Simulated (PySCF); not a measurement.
## Excited states of W⁶⁺ (tungsten, charge +6)

Ground state [Xe] 4f14, ¹S. Calculation: PySCF 2.14, in def2-TZVPPD with one added diffuse shell each of s, p, d, f type with the def2 core potential (60 electrons) (7s6p4d3f1g, 75 functions); a scalar-relativistic core potential. Vertical excitation energies in eV without spin-orbit coupling; excited terms of each kind are numbered among those the solver found. Frozen: nothing.

```json
{"term": "1 3P°", "leading excitation": "5p → d", "EOM-EE-CCSD": "41.587"}
{"term": "1 3F°", "leading excitation": "5p → d", "EOM-EE-CCSD": "42.981"}
{"term": "1 1D°", "leading excitation": "5p → d", "EOM-EE-CCSD": "45.089"}
{"term": "1 3D°", "leading excitation": "5p → d", "EOM-EE-CCSD": "45.261"}
{"term": "1 1F°", "leading excitation": "5p → d", "EOM-EE-CCSD": "45.515"}
{"term": "1 1P°", "leading excitation": "5p → d", "EOM-EE-CCSD": "54.841"}
{"term": "1 3S", "leading excitation": "5p → p", "EOM-EE-CCSD": "66.919"}
{"term": "1 3D", "leading excitation": "5p → p", "EOM-EE-CCSD": "68.229"}
{"term": "1 1D", "leading excitation": "5p → p", "EOM-EE-CCSD": "68.649"}
{"term": "1 1P", "leading excitation": "5p → p", "EOM-EE-CCSD": "69.023"}
{"term": "1 3P", "leading excitation": "5p → p", "EOM-EE-CCSD": "69.104"}
{"term": "1 1S", "leading excitation": "5p → p", "EOM-EE-CCSD": "70.483"}
{"term": "2 3D", "leading excitation": "5p → f", "EOM-EE-CCSD": "77.976"}
{"term": "2 1D", "leading excitation": "5p → f", "EOM-EE-CCSD": "79.638"}
```

The spin-orbit splitting of the hole, absent here, rivals or exceeds the spacing of these terms, so the LS terms are model states.

The 4f shell lies in the core potential, so 4f excitations, among the lowest in this ion, cannot appear.

The solver can miss terms.
